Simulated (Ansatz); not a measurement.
System: HgF2, net charge 0, singlet state. 
Geometry from a B3LYP-D3(BJ)/def2-TZVP (Ansatz, a quantum-chemistry and plane-wave program) optimisation:
SMILES: [F][Hg][F]
```xyz
3

F      0.0000     0.0000    -1.9351
Hg     0.0000     0.0000     0.0000
F      0.0000     0.0000     1.9351
```
Charge 0, spin multiplicity 1.

Computed values are from Ansatz. Correlated levels leave the core frozen unless marked. UHF or UKS for open shells. Spin-orbit coupling is left out. Frozen are the shells of the preceding noble gas and the d and f shells that filled before the atom's block. Past Kr the def2 sets carry scalar-relativistic core potentials. CBS(X,Y): correlation extrapolated as X^-3; Hartree-Fock from the larger set. The bracket is a focal-point correction in the basis named.

The atomisation energy De is 125.6 kcal/mol at CCSD(T)/CBS(def2-TZVPPD,def2-QZVPPD) and the vertical ionisation energy (to the doublet) is 13.58 eV at RI-MP2/CBS(def2-TZVPPD,def2-QZVPPD)+[CCSD(T)-MP2]/def2-TZVPPD. The total energy is -352.5407 Eh at CCSD(T)/CBS(def2-TZVPPD,def2-QZVPPD), the dipole moment comes out as 0.00 D at CCSD(T)/def2-SVPD and the T1 diagnostic is 0.019 at CCSD/def2-QZVPPD.
